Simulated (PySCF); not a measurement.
Relaxation of quartet WOBr

Computed with UPBE0 in PySCF with W def2-TZVP with ECP60, O def2-TZVP, Br def2-TZVP; scalar-relativistic core potentials, no spin–orbit coupling; density-fitted integrals. A (50,194) grid was used.

A hand-made bent start, of Cs symmetry, held to at least that symmetry:

```xyz
3
charge 0 multiplicity 4, angstrom
W    -0.4987    0.0000   -0.4657
O    -1.9486    0.0000    0.5495
Br    1.5574    0.0000    0.9740
```

Optimiser trace:
```csv
step,E − E(last) (kJ/mol),largest gradient (Eh/bohr)
0,58.32,0.08279
1,17.50,0.02869
2,6.68,0.01337
3,2.60,0.02339
4,0.68,0.01032
5,0.04,0.00130
6,0.00,0.00085
7,0.00,0.00032
8,0.00,0.00002
```

It ends at Cs with W–Br 2.453 Å, W–O 1.688 Å; Br–W–O 141.8° (after a last refinement on a finer grid). A frequency run shows a minimum.

Final geometry:
```xyz
3
charge 0 multiplicity 4, angstrom
W    -0.5444    0.0000   -0.3006
O    -2.1752    0.0000    0.1337
Br    1.7090    0.0000    0.6696
```

With open d or f shells other occupations or spin states may lie lower. Spin–orbit coupling, left out here, can matter for elements this heavy.
